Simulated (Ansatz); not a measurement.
Computed with Ansatz on PBE0-D4/def2-TZVP structures; ΔE is electronic, products minus reactants. CBS: MP2 limit from def2 TZ/QZ plus the TZ coupled-cluster correction, frozen cores. This one scheme is used for every species. One conformer a species, not always the lowest.

`C[SiH2][CH2][AlH][SH]` + `C=N` → `C=NC[SiH2]C` + `[AlH2][SH]`  (substitution at a C–Al bond)

| level | ΔE (eV) |
| --- | --- |
| MP2/def2-TZVPP | 0.83 |
| SCS-MP2/def2-TZVPP | 0.78 |

Question: What does CCSD(T)/CBS give? (Best estimate.)

Answer: Computed: +0.83 eV. The listed levels differ from it by 0.00, -0.05 eV.

Largest T1 diagnostic among the species: 0.012.

From PBE to PBE0 (25 % exact exchange), in def2-TZVPP and without D4, ΔE moves by +0.04 eV. In def2-TZVPP, CCSD(T) changes the Hartree–Fock value by +0.12 eV (the triples alone add +0.01 eV) and MP2 by +0.14 eV.
